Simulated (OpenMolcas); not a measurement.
Cu³⁺.

* Program: OpenMolcas
* Basis: ANO-L-VTZP [6s5p3d2f1g]
* Scalar Hamiltonian: non-relativistic, point nucleus
* Active space: 8 electrons in 5 orbitals (3d)
* State averaging: 2S+1 = 3 even, 10 roots; 2S+1 = 1 even, 15 roots
* Spin-orbit coupling: RASSI with atomic mean-field integrals over the reference wave functions, term energies averaged over their components

Two sets of levels on these reference wave functions, in eV above 3d8 3F4: one from CASSCF and one from SS-CASPT2, IPEA 0.25 Eh, imaginary shift 0.1 Eh (closed shells correlated: 3s 3p).

```tsv
Level	Set 1	Set 2
3d8 3F4	0.0000	0.0000
3d8 3F3	0.2300	0.2296
3d8 3F2	0.381	0.385
3d8 1D2	1.956	2.446
3d8 3P2	2.492	2.966
3d8 3P1	2.550	3.022
3d8 3P0	2.591	3.066
3d8 1G4	3.389	3.792
3d8 1S0	7.728	9.113
```

Task: Which set is which?

Result: Set 1 is SS-CASPT2. Its levels of the other terms of 3d8 lie at 0.80 to 0.89 of the other set's values, as expected, since terms of lower spin or lower L gain more correlation energy than the Hund ground term. Against 8 measured levels (Sugar and Musgrove, J. Phys. Chem. Ref. Data 19, 527 (1990)) the mean absolute deviation is 390 cm-1 with it and 4000 cm-1 without; single levels miss by up to 870 cm-1 with it.

CASPT2 breaks the degeneracy within a term, and the mean is taken; among the terms shown or strongly mixed into the levels shown the widest spread is 680 cm-1 (3d8 1G, SS-CASPT2). Without dynamic correlation excited terms often stand tens of per cent too high (terms of higher spin than the ground term too low), and those without a measured partner can miss by more than the paired ones (holds for CASSCF). Measured partners are found by configuration, term and J. A level has none where our copy of the source lacks it or the pairing is in doubt (some pairs that miss far off the trend of their configuration count as doubtful), and it then counts in no deviation. Only configurations of the active space appear.
